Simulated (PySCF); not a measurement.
**S (sulfur, neutral) across methods**

[Ne] 3s2 3p3 3d1, high-spin 5D determinant (an excited configuration). All numbers are calculated (PySCF 2.14, no relativity, point nucleus, in aug-cc-pwCVTZ).

| method | E (hartree) | mean ε 3s β (eV) | mean ε 3p α (eV) | mean ε 3d α (eV) | Σ⟨r²⟩ (bohr²) | ⟨S²⟩ |
| --- | --- | --- | --- | --- | --- | --- |
| MN15 | -397.6931 | -18.907 | -12.245 | 0.782 | 34.62 | 6.000 |
| UHF | -397.19516 | -20.869 | -15.888 | -0.928 | 34.89 | 6.001 |
| B3LYP | -397.8027 | -18.616 | -11.303 | 1.036 | 35.01 | 6.001 |
| r2SCAN | -397.7592 | -17.207 | -10.775 | 1.455 | 34.81 | 6.001 |
| LDA | -396.4067 | -17.491 | -10.233 | 1.542 | 35.12 | 6.000 |
| M06-2X | -397.7601 | -19.970 | -12.948 | 0.320 | 35.12 | 6.002 |
| PBE0 | -397.6502 | -18.531 | -11.794 | 0.798 | 34.81 | 6.000 |
| BHandHLYP | -397.7866 | -20.020 | -13.021 | 0.381 | 34.85 | 6.001 |
| PBE | -397.6190 | -17.229 | -10.214 | 1.480 | 34.99 | 6.000 |

The outer electron is Rydberg-like, and this basis confines it to a smaller radius and binds it less than a complete one would.

The highest occupied level is positive at MN15, B3LYP, r2SCAN, LDA, M06-2X, PBE0, BHandHLYP, PBE: only the finite basis holds that electron, which in a density functional comes from self-interaction.
